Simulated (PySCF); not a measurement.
Bonds: Al1-O2 1.682 Å, Al1-O3 1.710 Å, Al1-O7 1.705 Å, O3-Si4 1.657 Å, Si4-O5 1.664 Å, O5-Si6 1.667 Å, Si6-O7 1.656 Å. O2 carries H8; Si4 carries H9, H10; Si6 carries H11, H12.

Geometry: PBE0-D3(BJ)/def2-SVP; GIAO absolute shieldings from PySCF, gas phase, non-relativistic, averaged over equivalent atoms.

At PBE/pcSseg-1 (pcSseg-2 on Al) (184 basis functions, 28 s wall time on 1 thread of an Arm Neoverse V1, shared host):
```tsv
atoms	σ (ppm)
Al1	462.4
O5	219.1
O3/O7	238.0
O2	317.4
Si4/Si6	363.8
H9/H10/H11/H12	25.73
H8	29.63
```

Estimate the result of repeating the calculation with B3LYP/pcSseg-1 (pcSseg-2 on Al).

## Answers


```csv
atoms,σ at B3LYP/pcSseg-1 (pcSseg-2 on Al),change
Al1,468.0,+5.6
O5,231.2,+12.1
O3/O7,249.0,+11.0
O2,322.3,+4.9
Si4/Si6,373.9,+10.1
H9/H10/H11/H12,26.30,+0.57
H8,29.70,+0.07
```

The largest change is at O5 (oxygen bonded to 2 Si). Cost: 184 basis functions, 20 s wall time on 1 thread of an Arm Neoverse V1, shared host.
